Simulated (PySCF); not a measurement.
C$_{3}$H$_{3}$ (SMILES [CH]=C=C), doublet (typed; the unrestricted solution is spin-contaminated), geometry from GFN2-xTB. Base run: MP2/STO-3G (PySCF).

Input for PySCF:
```python
from pyscf import gto, scf, mp

mol = gto.Mole()
mol.atom = '''
    C     0.00140388   -0.01899720    0.10918779
    C     0.01684836   -0.22799011    1.31038999
    C    -0.01571971    0.21271738   -1.22260886
    H     0.03012627   -0.40766541    2.34308704
    H     0.89984787    0.24626573   -1.78481618
    H    -0.94516933    0.36701923   -1.74008438
'''
mol.basis = 'sto-3g'
mol.spin = 1
mol.verbose = 4
mol.build()

mf = scf.UHF(mol)
mf.kernel()

pt = mp.MP2(mf, frozen=3)
pt.kernel()
print('E(MP2) = %.10f' % pt.e_tot)
mf.analyze()
```

The base run was repeated with changes; each row names its change, and settings that it needs were set with it.

```
change               basis functions      E (Eh)  MP2 correlation (Eh)  SCF-reference HOMO (eV)  SCF-reference dipole (D)
-------------------  ---------------  ----------  --------------------  -----------------------  ------------------------
base                              18  -113.96103              -0.13749                    -8.52                      0.05
basis = pcseg-0                   33  -115.17011              -0.22691                    -9.68                      0.09
basis = 3-21G                     33  -114.83924              -0.22531                    -9.63                      0.12
basis = 6-31G                     33  -115.43612              -0.22211                    -9.57                      0.09
basis = def2-SV(P)                48  -115.48183              -0.32603                    -9.71                      0.10
basis = 6-31G*                    48  -115.57832              -0.32899                    -9.52                      0.07
basis = pc-1                      57  -115.57127              -0.34934                    -9.65                      0.16
basis = cc-pVDZ                   57  -115.60513              -0.34517                    -9.60                      0.13
basis = 6-31+G*                   60  -115.58736              -0.33282                    -9.64                      0.14
basis = def2-SVPD                 84  -115.52959              -0.36162                    -9.71                      0.16
basis = aug-cc-pVDZ               96  -115.62121              -0.35760                    -9.65                      0.18
basis = pcseg-2                  132  -115.70994              -0.42055                    -9.67                      0.18
basis = def2-TZVPD               138  -115.71520              -0.41926                    -9.67                      0.17
```

Totals compare only among sets that treat the same electrons; sets with core potentials leave the core out.

Open shells are given as the SCF converged; they aren't shown to be the lowest states, and a large step between rows can be another state.
